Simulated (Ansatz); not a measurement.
C₇H₈O, charge -1, doublet, at a GFN2-xTB geometry of the parent state (a state made from the parent by changing its charge; the spin is typed, not shown lowest) (a gas-phase anion, which may not be bound at this level); BLYP/STO-3G run with Ansatz (a first-principles code).

Here is a job for Ansatz.
Ansatz 0.2 input:
```yaml
crystal:
  periodic: [false, false, false]
  atoms:
    - {symbol: C, position_ang: [-2.83485466, 0.11645217, 0.39917449]}
    - {symbol: C, position_ang: [-1.35119902, 0.04253937, 0.19543320]}
    - {symbol: C, position_ang: [-0.48079655, 0.69822704, 1.05464705]}
    - {symbol: C, position_ang: [0.88746555, 0.65034956, 0.85778854]}
    - {symbol: C, position_ang: [1.41233797, -0.06087735, -0.21302987]}
    - {symbol: O, position_ang: [2.75310773, -0.13806513, -0.44684273]}
    - {symbol: C, position_ang: [0.54999479, -0.72197732, -1.08106165]}
    - {symbol: C, position_ang: [-0.81332749, -0.66596930, -0.87292005]}
    - {symbol: H, position_ang: [-3.32025483, -0.78818912, 0.04028342]}
    - {symbol: H, position_ang: [-3.07584159, 0.25269851, 1.45093519]}
    - {symbol: H, position_ang: [-3.24713136, 0.96147983, -0.15374877]}
    - {symbol: H, position_ang: [-0.87489984, 1.25504510, 1.89283045]}
    - {symbol: H, position_ang: [1.55226643, 1.16616706, 1.53910024]}
    - {symbol: H, position_ang: [3.22889816, 0.36194627, 0.22698678]}
    - {symbol: H, position_ang: [0.96800090, -1.27300046, -1.90846528]}
    - {symbol: H, position_ang: [-1.47362327, -1.18409113, -1.55337055]}
basis:
  gaussian:
    orbitals: STO-3G
hamiltonian:
  xc: blyp
total_charge: -1
magnetization: {spin_polarized: true, initial_magnetization: 1}
```

**Question.** What does Ansatz print? Leave out banner, timings and long lists.

**Answer.** 
```
Functional definition: BLYP
683 factors; integrals over basis functions are off by at most 4.6e-5 eV
mean field evaluation 1: about -9305.6969 eV, gradient 1.5e1 eV
mean field evaluation 2: about -9301.0721 eV, gradient 3.0e1 eV
mean field evaluation 4: about -9307.0189 eV, gradient 3.0e0 eV
mean field evaluation 8: about -9307.0781 eV, gradient 3.0e-1 eV
mean field evaluation 16: about -9306.8630 eV, gradient 3.4e-3 eV
mean field evaluation 32: about -9305.7872 eV, gradient 1.1e1 eV
mean field -9306.86304361 eV, -342.0209084343 hartree, gradient 2.1e-6 eV, S^2 0.757199; 3 other end points of the search recorded, 0 dependent functions left out
reference -9306.86333778 eV, -342.0209192449 hartree; 30, 29 occupied and 18, 19 virtual orbitals, 683 factors
Total energy: -9306.86333778 eV, -342.0209192449 hartree
```
